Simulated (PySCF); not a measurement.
Species: CH10FNSi3.
Geometry (GFN2-xTB, Å), atoms numbered from 1 in this order:
```
atom  x, y, z in Å
C1     2.2565   -0.4930    0.5425
Si2    0.9286    0.0320   -0.6938
F3     1.2987    1.5259   -1.1873
N4    -0.6474    0.1129    0.0227
Si5   -1.3147   -1.3176    0.7640
Si6   -1.4725    1.6553    0.1012
H7     2.0521   -1.4805    0.9434
H8     2.3069    0.2003    1.3786
H9     3.2366   -0.5179    0.0759
H10    0.8983   -0.7369   -1.9314
H11   -0.6187   -2.4686    0.1863
H12   -1.0972   -1.2720    2.2147
H13   -2.7422   -1.3674    0.4550
H14   -2.7902    1.3886    0.6757
H15   -1.5845    2.1824   -1.2571
H16   -0.7180    2.5655    0.9658
```

Computed with PySCF 2.14.0, density-fitted response routines, TDDFT CAM-B3LYP/def2-SVPD, vertical, gas phase, core orbitals frozen in the response.

Ground-to-excited transition dipoles (e·a0, same axes as the geometry; the sign carries no meaning), for the states with f of 0.002 or more among the lowest 8:

```tsv
state	E (hartree)	μx	μy	μz
S2	0.2592	0.050	-0.059	0.246
S3	0.2689	0.130	-0.237	-0.177
S4	0.2715	0.163	0.030	0.446
S5	0.2852	0.195	-0.176	0.141
S7	0.3008	0.402	0.181	-0.087
S8	0.3075	-0.354	-0.033	-0.148
```

(1) Work out the oscillator strengths.

(2) Which bond between heavy atoms lies closest to the direction of the S4 transition dipole?

(3) What angle do the transition dipoles of S7 and S8 make?

(4) How is the summed strength of these states shared among x, y and z?

## Answers

(1) f = (2/3) ΔE |μ|² with ΔE in hartree (27.2114 eV).

```tsv
state	|μ|² (au)	|μ| (D)	f
S2	0.067	0.66	0.012
S3	0.104	0.82	0.019
S4	0.226	1.21	0.041
S5	0.089	0.76	0.017
S7	0.202	1.14	0.041
S8	0.149	0.98	0.030
```

(2) C1–Si2, at 33° from it; next N4–Si5 at 78°.

(3) |cos θ| = |μa·μb| / (|μa| |μb|) = 0.78, so θ ≈ 39° (taken between 0 and 90°, since the signs are arbitrary).

(4) (2/3) Σ ΔE μα² gives 0.074 for x, 0.024 for y and 0.062 for z, 0.159 in all.

One conformer stands for the species.

Without π bonds the low states may be Rydberg-like; a valence basis with one diffuse set may place them up to an eV too high.
